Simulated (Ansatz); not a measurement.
```yaml
crystal:
  periodic: [false, false, false]
  atoms:
    - {symbol: C, position_ang: [-0.891978, -1.923724, 0.189052]}
    - {symbol: C, position_ang: [-0.380648, -0.836797, 0.077890]}
    - {symbol: Sn, position_ang: [0.501989, 1.038438, -0.113639]}
    - {symbol: H, position_ang: [-1.344050, -2.884333, 0.287317]}
    - {symbol: D, position_ang: [0.178316, 1.615286, -1.680827]}
    - {symbol: H, position_ang: [-0.178056, 2.062999, 1.061696]}
    - {symbol: H, position_ang: [2.175626, 0.860231, 0.132910]}
basis:
  gaussian: {orbitals: def2-TZVP}
hamiltonian: {xc: {name: B2GP-PLYP}}
accuracy: high
```

```sh
$ ansatz run in.yaml --threads 2 --pin off --events-out ev --progress --plain --max-ram 31744MiB --backend cpu
```

It prints (some lines left out):

```
Error: YAML parse error: error: line 8 column 16: `D` is not an element symbol (H … Og, case-exact)
 6 |     - {symbol: Sn, position_ang: [0.501989, 1.038438, -0.113639]}
 7 |     - {symbol: H, position_ang: [-1.344050, -2.884333, 0.287317]}
 8 |     - {symbol: D, position_ang: [0.178316, 1.615286, -1.680827]}
 9 |     - {symbol: H, position_ang: [-0.178056, 2.062999, 1.061696]}
10 |     - {symbol: H, position_ang: [2.175626, 0.860231, 0.132910]}
```

Question: Something in this input is off. What?

Answer: An element symbol is wrong. The program refused the input.
